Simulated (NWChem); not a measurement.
System: C5H2F2; SMILES FC(F)=C=CC#C

Here is an NWChem input.

```
start job
memory heap 200 mb stack 900 mb global 1100 mb
geometry units angstroms noautosym nocenter noautoz
  C      0.709009     3.288448     0.000000
  C      0.007989     2.282744     0.000000
  C     -0.846626     1.142482     0.000000
  C     -0.434186    -0.122414     0.000000
  C     -0.016224    -1.368349     0.000000
  F      0.218680    -2.092411     1.091753
  F      0.218680    -2.092411    -1.091753
  H      1.338535     4.167566     0.000000
  H     -1.936573     1.356167     0.000000
end
basis spherical
  * library def2-svp
end
dft
  xc m05-2x
  iterations 150
end
cosmo
  do_cosmo_smd true
  solvent etoac
end
task dft energy
```

Excerpt of the output:

```
             Northwest Computational Chemistry Package (NWChem) 7.3.0
             --------------------------------------------------------

                             Geometry "geometry" -> ""
                             -------------------------

 Output coordinates in angstroms (scale by  1.889725989 to convert to a.u.)

  No.       Tag          Charge          X              Y              Z
 ---- ---------------- ---------- -------------- -------------- --------------
    1 C                    6.0000     0.70900900     3.28844800     0.00000000
    2 C                    6.0000     0.00798900     2.28274400     0.00000000
    3 C                    6.0000    -0.84662600     1.14248200     0.00000000
    4 C                    6.0000    -0.43418600    -0.12241400     0.00000000
    5 C                    6.0000    -0.01622400    -1.36834900     0.00000000
    6 F                    9.0000     0.21868000    -2.09241100     1.09175300
    7 F                    9.0000     0.21868000    -2.09241100    -1.09175300
    8 H                    1.0000     1.33853500     4.16756600     0.00000000
    9 H                    1.0000    -1.93657300     1.35616700     0.00000000

 Effective nuclear repulsion energy (a.u.)     238.4366552458

                                 NWChem DFT Module
                                 -----------------

 Summary of "ao basis" -> "ao basis" (spherical)
 ------------------------------------------------------------------------------
       Tag                 Description            Shells   Functions and Types
 ---------------- ------------------------------  ------  ---------------------
 C                          def2-svp                 6       14   3s2p1d
 F                          def2-svp                 6       14   3s2p1d
 H                          def2-svp                 3        5   2s1p

 in cosmo_initialize ...
 calling solv_data for solv:etoac

 solvent parameters
 solvname_short: etoac
 solvname_long:  ethyl acetate
 dielec:        5.9867
 dielecinf:     1.8832
 nonaqueous SMD model solvent descriptors
 dielec:        5.9867
 sola:          0.0000
 solb:          0.4500
 solc:          0.0000
 solg:         33.6700
 solh:          0.0000
 soln:          1.3723

          ---------------
          -cosmo- solvent
          ---------------
 Cosmo: York-Karplus, doi: 10.1021/jp992097l
 dielectric constant -eps-     =   5.99
 screen = (eps-1)/(eps    )    =   0.83296
 surface charge correction     = lagrangian

[...]

                                COSMO-SMD solvation results
                                ---------------------------

             internal energy in gas <Psi(g)|H|Psi(g)> =      -390.910082336188
         internal energy in solvent <Psi(s)|H|Psi(s)> =      -390.909327307917
                               delta internal energy  =         0.000755028271 (    0.47 kcal/mol)
   total free energy in solvent <Psi(s)|H+V/2|Psi(s)> =      -390.916542262751
 polarization energy contribution <Psi(s)|V/2|Psi(s)> =        -0.007214954834 (   -4.53 kcal/mol)
    total free energy in solvent including G(SMD-CDS) =      -390.914643332268
                       G(SMD-CDS) energy contribution =         0.001898930483 (    1.19 kcal/mol)
     1 M fixed-concentration free energy of solvation =        -0.004560996080 (   -2.86 kcal/mol)

                       DFT Final Molecular Orbital Analysis
                       ------------------------------------

 Vector   23  Occ=2.000000D+00  E=-3.623808D-01
              MO Center=  2.7D-01,  2.7D+00, -3.2D-11, r^2= 1.7D+00
   Bfn.  Coefficient  Atom+Function         Bfn.  Coefficient  Atom+Function
  ----- ------------  ---------------      ----- ------------  ---------------
     4      0.343147  1 C  px                18      0.340331  2 C  px
     5     -0.245078  1 C  py                19     -0.226370  2 C  py
     7      0.205622  1 C  px                21      0.195217  2 C  px
    22     -0.165150  2 C  py                 8     -0.153389  1 C  py
   104      0.128280  9 H  s                 32     -0.091736  3 C  px

 Vector   24  Occ=2.000000D+00  E=-3.361584D-01
              MO Center= -2.6D-01, -6.7D-01,  1.4D-12, r^2= 2.2D+00
   Bfn.  Coefficient  Atom+Function         Bfn.  Coefficient  Atom+Function
  ----- ------------  ---------------      ----- ------------  ---------------
    46      0.397513  4 C  px                60      0.373677  5 C  px
    49      0.317251  4 C  px                74      0.209676  6 F  px
    88      0.209676  7 F  px                77     -0.164863  6 F  px
    91     -0.164863  7 F  px                63      0.152607  5 C  px
    35     -0.135191  3 C  px                50      0.135207  4 C  py

 Vector   25  Occ=2.000000D+00  E=-3.308750D-01
              MO Center= -9.6D-04,  1.6D+00, -1.2D-09, r^2= 3.7D+00
   Bfn.  Coefficient  Atom+Function         Bfn.  Coefficient  Atom+Function
  ----- ------------  ---------------      ----- ------------  ---------------
     6      0.349066  1 C  pz                48     -0.338956  4 C  pz
    20      0.282287  2 C  pz                51     -0.234116  4 C  pz
    34     -0.227309  3 C  pz                 9      0.225404  1 C  pz
    23      0.189789  2 C  pz                37     -0.163221  3 C  pz
    75     -0.082676  6 F  py                89      0.082676  7 F  py

 Vector   26  Occ=0.000000D+00  E=-3.452623D-02
              MO Center= -2.3D-01,  9.8D-01,  2.7D-09, r^2= 4.1D+00
   Bfn.  Coefficient  Atom+Function         Bfn.  Coefficient  Atom+Function
  ----- ------------  ---------------      ----- ------------  ---------------
    51     -0.415453  4 C  pz                37      0.409419  3 C  pz
    48     -0.369061  4 C  pz                 9     -0.346699  1 C  pz
    34      0.342703  3 C  pz                 6     -0.279284  1 C  pz
    23      0.171538  2 C  pz                62     -0.155982  5 C  pz
    65     -0.137799  5 C  pz                20      0.133231  2 C  pz

[...]
```

Level: M05-2X/def2-SVP, SMD on the gas-phase geometry. The geometry was optimised at PBE-D3(BJ)/def2-SVP. Solvent: ethyl acetate.
